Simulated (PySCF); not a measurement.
**How methods differ on the excitation energy of Te²⁺**

Te²⁺ [Kr] 4d10 5s2 5p2 (3P) → Te²⁺ [Kr] 4d10 5s1 5p2 6s1 (5P), as a difference of total energies. All numbers are calculated (PySCF 2.14, scalar relativity by spin-free X2C-1e, in aug-cc-pwCVTZ-DK3 (10s9p7d4f1g, 109 functions)). Correlated levels: valence: [Kr] 4d10 frozen. The calculations carry no spin-orbit coupling.

```csv
method,excitation energy (cm⁻¹)
UHF,158960
MP2 (valence),166100
SCS-MP2 (valence),169280
CCSD (valence),167000
CCSD(T) (valence),167070
```

A first-order spin-orbit estimate (lowest level to lowest level, LS coupling) adds 0.095 eV.

The promoted electron is Rydberg-like, and one or two diffuse shells describe it only roughly, which tends to raise the upper state.

The coupled-cluster amplitudes are large for the upper state (T1 above 0.03 or a double amplitude above 0.15), so a single reference is strained.
